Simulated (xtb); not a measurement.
C₅H₄F₂, SMILES C=CC#CC(F)F. All values are semi-empirical tight-binding results from xtb (GFN2-xTB unless named), good for trends rather than for accurate numbers. Coordinates come from a GFN2-xTB optimisation. This is a generated structure with no PubChem entry under its InChIKey; it may be hypothetical.

Optimised geometry:

Bonds (Å): C1–C2 1.328, C1–H8 1.076, C1–H9 1.077, C2–C3 1.409, C2–H10 1.082, C3–C4 1.204, C4–C5 1.452, C5–F6 1.360, C5–F7 1.360, C5–H11 1.104. Angles (°): C2–C1–H8 121.4, C2–C1–H9 121.7, H8–C1–H9 117.0, C1–C2–C3 123.2, C1–C2–H10 121.7, C3–C2–H10 115.1, C2–C3–C4 178.9, C3–C4–C5 177.3, C4–C5–F6 111.3, C4–C5–F7 111.3, C4–C5–H11 112.3, F6–C5–F7 106.2, F6–C5–H11 107.7, F7–C5–H11 107.7.
Charge 0, spin multiplicity 1.

A frequency run showed that this geometry is not a minimum.

| Property | Value |
|---|---|
| point group as xtb finds it | Cs |
| orbital gap | 4.16 eV |
| dipole moment | 3.68 D |
| static polarisability (D4 model) | 59.4 bohr³ |
| solvation energy, GFN2-xTB/ALPB(water) | -3.1 kcal/mol |
| solvation energy, GFN2-xTB/ALPB(octanol) | -5.5 kcal/mol |

Computed IR lines (harmonic; lines under 4 % of the strongest left out, lines within 3 cm⁻¹ merged):
ν (cm⁻¹): 406 (w), 783 (m), 985 (vs), 1046 (m), 1188 (w), 1258 (w), 1281 (m), 2356 (w), 2846 (w), 3053 (w), 3140 (w) (against the strongest line: vs over 80 %, s over 45 %, m over 15 %, w over 4 %, vw less)

Computed atomic charges and the Wiberg bond orders between heavy atoms:
charges (e) C1 -0.07, C2 0.00, C3 0.00, C4 -0.06, C5 0.33, F6 -0.22, F7 -0.22, H8 0.05, H9 0.05, H10 0.07, H11 0.07. Bond orders C1–C2 1.89, C2–C3 1.13, C3–C4 2.74, C4–C5 1.02, C5–F6 0.94, C5–F7 0.94.
